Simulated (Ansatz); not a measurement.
Consider the formal hydrolysis of a Ge–B bond: `[BH2][GeH]([CH3])[NH2]` + H₂O → `[CH3][GeH]([NH2])[OH]` + BH₃.

Gas-phase electronic energies from Ansatz, PBE0-D4/def2-TZVP geometries. CCSD(T)/CBS adds triple-zeta CCSD(T) − MP2 to the extrapolated MP2 energy (def2 sets, frozen cores). This one scheme is used for every species. Functionals use def2-TZVPP. For Ge outer-core shells are correlated without core-valence functions, which leaves a few kJ/mol of doubt a bond. Scalar relativity is left out up to krypton. One conformer a species, not always the lowest.

```tsv
level	ΔE (kJ/mol)
PBE	-46.0
RPA@PBE/def2-TZVPP	-60.0
CCSD(T)/def2-TZVPP	-58.9
MP2/def2-QZVPP	-61.4
```

Problem. What does CCSD(T)/CBS give? (Estimate.)

Solution. Computed: -54.5 kJ/mol. The listed levels differ from it by 8.5, -5.5, -4.4, -6.9 kJ/mol.

Largest T1 diagnostic among the species: 0.011.

From BLYP to BHLYP (50 % exact exchange), in def2-TZVPP and without D4, ΔE moves by −9.2 kJ/mol. At CCSD(T), def2-SVP lies −11.6 kJ/mol from the extrapolated value and def2-TZVPP −4.4 kJ/mol.
